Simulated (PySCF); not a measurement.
CH₅N₂, charge +1. Atoms are numbered in the order given.

```xyz
8

N      0.0000     1.1682    -0.1757
C      0.0000     0.0000     0.4278
N      0.0000    -1.1682    -0.1757
H      0.0000     1.2718    -1.1893
H      0.0000     2.0229     0.3753
H      0.0000     0.0000     1.5203
H      0.0000    -1.2718    -1.1893
H      0.0000    -2.0229     0.3753
```
Charge +1, spin multiplicity 1.

Geometry optimised at PBE-D3(BJ)/def2-TZVP. The values are those of a single conformer.

These are PySCF with TDDFT-PBE/def2-SVPD values and carry that method's errors.

Vertical excitations.  State labels are in the subgroup C2v.

Task: Estimate the UV-visible absorptions. (Estimate from the structure and the level; the computed values follow.)

Result: 
```json
[
 {"state": "S1", "symmetry": "B2", "energy (eV)": "7.38", "λ (nm)": "168", "f": "0.324", "main pairs": "HOMO→LUMO 98 %"},
 {"state": "S2", "symmetry": "A2", "energy (eV)": "7.94", "λ (nm)": "156", "f": "0.000", "main pairs": "HOMO→LUMO+1 100 %"},
 {"state": "S3", "symmetry": "A2", "energy (eV)": "8.55", "λ (nm)": "145", "f": "0.000", "main pairs": "HOMO→LUMO+2 100 %"},
 {"state": "S4", "symmetry": "B1", "energy (eV)": "8.85", "λ (nm)": "140", "f": "0.018", "main pairs": "HOMO→LUMO+3 99 %"},
 {"state": "S5", "symmetry": "B1", "energy (eV)": "9.63", "λ (nm)": "129", "f": "0.003", "main pairs": "HOMO−2→LUMO 99 %"},
 {"state": "S6", "symmetry": "B1", "energy (eV)": "10.28", "λ (nm)": "121", "f": "0.001", "main pairs": "HOMO→LUMO+4 99 %"},
 {"state": "S7", "symmetry": "A2", "energy (eV)": "10.35", "λ (nm)": "120", "f": "0.000", "main pairs": "HOMO→LUMO+5 99 %"},
 {"state": "S8", "symmetry": "A1", "energy (eV)": "10.54", "λ (nm)": "118", "f": "0.084", "main pairs": "HOMO−1→LUMO 95 %"},
 {"state": "S9", "symmetry": "A2", "energy (eV)": "10.86", "λ (nm)": "114", "f": "0.000", "main pairs": "HOMO→LUMO+6 96 %"},
 {"state": "S10", "symmetry": "A2", "energy (eV)": "11.13", "λ (nm)": "111", "f": "0.000", "main pairs": "HOMO−3→LUMO 97 %"},
 {"state": "T1", "symmetry": "B2", "energy (eV)": "4.97", "λ (nm)": "250", "f": "0", "main pairs": "HOMO→LUMO 100 %"},
 {"state": "T2", "symmetry": "A2", "energy (eV)": "7.68", "λ (nm)": "162", "f": "0", "main pairs": "HOMO→LUMO+1 100 %"},
 {"state": "T3", "symmetry": "A1", "energy (eV)": "7.71", "λ (nm)": "161", "f": "0", "main pairs": "HOMO−1→LUMO 99 %"},
 {"state": "T4", "symmetry": "A2", "energy (eV)": "8.41", "λ (nm)": "147", "f": "0", "main pairs": "HOMO→LUMO+2 100 %"}
]
```
Triplets are in the Tamm–Dancoff approximation, which puts them higher than full response would, so one can lie above its singlet here.
